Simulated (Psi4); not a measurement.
Pair of molecules, SMILES N#N with SMILES C=C=C (the first has 2 atoms); geometry from B3LYP-D3(BJ)/def2-TZVP, rigid monomers moved along the line of their centres of mass till N1···H8 is 2.56 Å.
(charge 0, multiplicity 1):
```xyz
9

N      0.304     1.698     0.848
N      0.315     0.744     0.319
C     -0.041    -1.415     2.962
C     -0.058    -0.227     3.490
C     -0.073     0.965     4.007
H     -0.952    -1.892     2.619
H      0.884    -1.968     2.848
H      0.041     1.848     3.387
H     -0.200     1.116     5.073
```

Method: SAPT0/jun-cc-pV(D+d)Z in Psi4 1.11.

Q: Which attractive term is largest, and how does the interaction split up?

A: electrostatics -1.59, exchange 3.96, induction -0.37, dispersion -1.99, total 0.01 kcal/mol; the largest attraction is dispersion.
